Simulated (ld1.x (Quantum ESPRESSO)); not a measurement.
# lithium: one change to an ultrasoft potential, before and after

ld1.x (Quantum ESPRESSO) 7.5 input, shortened:

```
&input
   title='Li', zed=3., rel=1, dft='PBE', iswitch=3,
   config='[He] 2s1 2p0'
 /
 &inputp
   pseudotype=3, tm=.true., lloc=-1, rcloc=2.95,
   nlcc=.false.,
   which_augfun='PSQ', rmatch_augfun=0.65
 /
4
1S  1  0   2.00   0.00  0.90  0.95  0.0
2S  2  0   1.00   0.00  0.90  0.95  0.0
2P  2  1   0.00   0.00  3.50  4.60  0.0
2P  2  1   0.00   3.20  3.50  4.60  0.0
 &test
   configts(1)='1s2 2s1 2p0'
 /
```

All-electron outer shells of the reference configuration (PBE, scalar-relativistic, ld1.x):

```csv
shell,level (eV),outermost node (bohr),outermost maximum (bohr)
1s,-51.85,–,0.36
2s,-2.87,0.83,3.12
2p,-1.09,–,3.81
```

Change: local potential all-electron potential smoothed inside 2.68 bohr (lloc = -1).

Cutoffs: the cutoffs (Ry, on a coarse ladder) from which the occupation-weighted sum of valence levels, in a spherical-Bessel basis at the reference potential, stays within 10 and 1 mRy of its value at 400 Ry; they do not see the model core or the augmentation charge, which bear on the density cutoff. Errors are all-electron minus pseudo energies relative to the spin-unpolarised reference configuration.

**Question.** Predict the effect on cutoff, ghosts and configuration errors.

**Answer.** The potential gets neither clearly harder nor softer (50 Ry and 80 Ry → 50 Ry and 80 Ry); both files keep a bound ghost (p); of the 4 tests that both files solve, the error grows in 1 and shrinks in 1 by more than 15 % and 0.3 meV (median size 1.8 → 1.4 meV); the range in which the s phases agree widens (upper end 2.5 → at the end of the scan).

| quantity | base | changed |
| --- | --- | --- |
| cutoff, loose | 50 Ry | 50 Ry |
| cutoff, tight | 80 Ry | 80 Ry |
| bound ghosts | p | p |
| error for 1s2 2s0 2p0, meV [ΔE 5.30 eV] | 0.0 | +0.1 |
| error for 1s2 2s0.5 2p0, meV [ΔE 2.05 eV] | 0.0 | 0.0 |
| error for 1s2 2s0 2p1, meV [ΔE 1.79 eV] | +3.5 | +2.8 |
| error for 1s1 2s1 2p0, meV [ΔE 68.41 eV] | +107 | +132 |
| s: phases at 4.99 bohr within 0.05 rad from the reference energy up to (Ry; the scan ends near 5) | 2.5 | to the end of the scan |
| p: phases at 4.99 bohr within 0.05 rad from the reference energy up to (Ry; the scan ends near 5) | 0.0 | 0.0 |
| lowest overlap eigenvalue by channel | s 0.82, p 0.07 | s 0.79, p 0.07 |

Base: These tests converged, but a pseudo level misses the all-electron one widely, so the file describes the atom poorly there or has found another state: 1s1 2s1 2p0: empty 2p by 3.4 eV. Changed file: These tests converged, but a pseudo level misses the all-electron one widely, so the file describes the atom poorly there or has found another state: 1s1 2s1 2p0: empty 2p by 3.5 eV. A true bound ghost makes a file unfit for plane-wave use even where its test errors are small: the radial tests pick states by their node count and pass the ghost by.
